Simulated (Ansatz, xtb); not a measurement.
## Ligand exchange: SiH2(CH3)Cl + SiH3Cl → CH7ClSi2 + HCl

Species: SiH2(CH3)Cl, singlet; SiH3Cl (chlorosilane) `[SiH3]Cl`, singlet; CH7ClSi2 `[SiH3]C[SiH2]Cl`, singlet; HCl (hydrogen chloride), singlet. The partners trade H for SiH3: C–H and Cl–SiH3 bonds give way to C–SiH3 and Cl–H.

Shapes, held fixed at every level: PBE0-D4/def2-TZVP. Flexible molecules stand in one conformer, not always the lowest. Programs: Ansatz 0.2.0, xtb 6.7.1. The zero-point and thermal change to 298 K, harmonic and unscaled (PBE0-D4/def2-TZVP), is -7.0 kJ/mol.

| level | kind | ΔH(298 K) (kJ/mol) | less CCSD(T)/CBS estimate |
| --- | --- | --- | --- |
| GFN0-xTB | semi-empirical | +132.3 | +49.8 |
| BHLYP-D4/def2-TZVPP | global hybrid | +87.7 | +5.2 |
| PBE0-D4/def2-TZVPP | global hybrid | +81.4 | -1.1 |
| wB97X-V/def2-TZVPP | range-separated hybrid | +84.8 | +2.3 |
| B2PLYP/def2-TZVPP | double hybrid | +88.6 | +6.1 |
| MP2/def2-SVP | perturbation theory | +78.7 | -3.8 |
| MP2/def2-TZVPP | perturbation theory | +82.5 | 0.0 |
| CCSD/def2-SVP | coupled cluster or CI | +78.8 | -3.7 |
| CCSD(T)/CBS estimate | coupled cluster or CI | +82.5 | 0.0 |

The highest level, CCSD(T)/CBS estimate, gives ΔH(298 K) = +82.5 kJ/mol; the levels span +78.7 to +132.3. The column of differences is taken from that level and isn't an error. No measured value is set beside it here. The CBS estimate extrapolates MP2 from def2-TZVPP and def2-QZVPP and adds CCSD(T) − MP2 in the triple-zeta set, cores frozen.
